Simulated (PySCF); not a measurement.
Isomers of C8H16NP, one conformer each; single-point electronic energies without zero-point terms and without any empirical dispersion term.

Level: PBE0/pcSseg-1 in PySCF, non-relativistic, each on one gas-phase PBE0-D3(BJ)/def2-SVP geometry that isn't relaxed in the solvent. The solvent is an IEF-PCM continuum (Bondi radii, 1.10 Å for H, scaled by 1.2). Only the electrostatic response of the medium enters.

| isomer | relative energy, gas (kcal/mol) | dipole (D) |
| --- | --- | --- |
| `C1C[P@]2(=NC)CCC[C@@H]2C1` | 0.0 | 3.43 |
| `C=CP(NC(C)(C)C)C=C` | 21.8 | 1.20 |
| `C=CP(C(=C)C)N(C)CC` | 31.8 | 0.89 |
| `C=CP(C1CC1)N(C)CC` | 35.0 | 0.74 |
| `C#CP(N(C)C)C(C)(C)C` | 40.4 | 1.30 |

Q: How do the relative energies look in chloroform (ε = 4.711)?

A: 
```json
{"isomer": "`C1C[P@]2(=NC)CCC[C@@H]2C1`", "relative energy, solvent (kcal/mol)": "0.0", "E(solvent) − E(gas) (kcal/mol)": "-5.2", "dipole in solvent (D)": "4.41"}
{"isomer": "`C=CP(NC(C)(C)C)C=C`", "relative energy, solvent (kcal/mol)": "24.0", "E(solvent) − E(gas) (kcal/mol)": "-3.0", "dipole in solvent (D)": "1.59"}
{"isomer": "`C=CP(C(=C)C)N(C)CC`", "relative energy, solvent (kcal/mol)": "34.4", "E(solvent) − E(gas) (kcal/mol)": "-2.6", "dipole in solvent (D)": "1.18"}
{"isomer": "`C=CP(C1CC1)N(C)CC`", "relative energy, solvent (kcal/mol)": "37.5", "E(solvent) − E(gas) (kcal/mol)": "-2.8", "dipole in solvent (D)": "0.91"}
{"isomer": "`C#CP(N(C)C)C(C)(C)C`", "relative energy, solvent (kcal/mol)": "42.8", "E(solvent) − E(gas) (kcal/mol)": "-2.8", "dipole in solvent (D)": "1.65"}
```

The order is unchanged. Conformers: `[CH3:1][N:2]=[P@:3]12[CH2:4][CH2:5][CH2:6][C@H:7]1[CH2:8][CH2:9][CH2:10]2` with N2–P3–C4–C5 -110°, P3–C4–C5–C6 -43°, C4–C5–C6–C7 48°, C5–C6–C7–C8 -143°; `[CH2:1]=[CH:2][P:3]([CH:4]=[CH2:5])[NH:6][C:7]([CH3:8])([CH3:9])[CH3:10]` with C1–C2–P3–C4 114°, C2–P3–C4–C5 128°, C2–P3–N6–C7 131°; `[CH2:1]=[CH:2][P:3]([C:4](=[CH2:5])[CH3:6])[N:7]([CH3:8])[CH2:9][CH3:10]` with C1–C2–P3–C4 -120°, C2–P3–C4–C5 127°, C2–P3–N7–C8 168°, P3–N7–C9–C10 -68°; `[CH2:1]=[CH:2][P:3]([CH:4]1[CH2:5][CH2:6]1)[N:7]([CH3:8])[CH2:9][CH3:10]` with C1–C2–P3–C4 -121°, C2–P3–C4–C5 156°, C2–P3–N7–C8 161°, P3–N7–C9–C10 155°; `[CH:1]#[C:2][P:3]([N:4]([CH3:5])[CH3:6])[C:7]([CH3:8])([CH3:9])[CH3:10]` with C2–P3–N4–C5 -27°. `C1C[P@]2(=NC)CCC[C@@H]2C1` gains most from the continuum, and it has the largest gas-phase dipole. The gains span 2.6 kcal/mol, the gas-phase energies 40.4 kcal/mol.
